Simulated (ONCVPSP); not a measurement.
## cadmium, ONCV: configuration errors across variants

cadmium, optimised norm-conserving Vanderbilt (ONCV), made with ONCVPSP 4.0.1 (PBE, fully relativistic). Core [Ar] 3d10, reference 4s2 4p6 4d10 5s1.5 5p0.5. Waves: 4s+5s: rc 1.55 bohr, ncon 4, nbas 8, qcut 6.3 1/bohr, 2 projectors; 4p+5p: rc 1.30 bohr, ncon 4, nbas 7, qcut 12.8 1/bohr, 2 projectors; 4d: rc 1.45 bohr, ncon 5, nbas 9, qcut 8.8 1/bohr, 2 projectors, debl 4 Ha. Local part: polynomial inside 1.20 bohr (lpopt 5, dvloc0 4 Ha). Core correction: polynomial model core, fcfact 0.45.

Open shells are filled in proportion to 2j + 1.

All-electron excitation energies from the reference (eV): (1) 4s2 4p6 4d10 5s2 5p0 -2.281; (2) 4s2 4p6 4d10 5s1 5p0 6.993; (3) 4s2 4p6 4d10 5s0 5p0 24.120; (4) 4s2 4p6 4d10 5s1.5 5p0 1.430.

2 further variants failed, have other tests or too few solved ones, and are left out.

A true bound ghost makes a file unfit for plane-wave use even where its test errors are small: the radial tests pick states by their node count and pass the ghost by.

Errors AE − PS in meV (a dash: test not solved or not reliable):

```
      change   (1)   (2)   (3)   (4)  bound ghosts  GHOST(+) flags above zero
        base  -0.3  -0.1  -4.1  +0.1          none                       none
 p: qcut 7.8  -0.2  -0.1  -4.1  +0.1          none                       none
p: qcut 10.2  -0.3  -0.1  -4.1  +0.1          none                       none
p: qcut 11.4  -0.3  -0.1  -4.1  +0.1          none                       none
p: qcut 14.3  -0.3  -0.1  -4.1  +0.1          none                       none
  p: qcut 18  -0.3   0.0  -4.0  +0.1          none                       p1/2
p: qcut 19.2  -0.3   0.0  -4.1  +0.1    p3/2, p1/2                       none
```

Q: Give the same row for: p: qcut 9.

A: -0.2, -0.1, -4.1, +0.1; bound ghosts: none; GHOST(+) flags above zero: none.
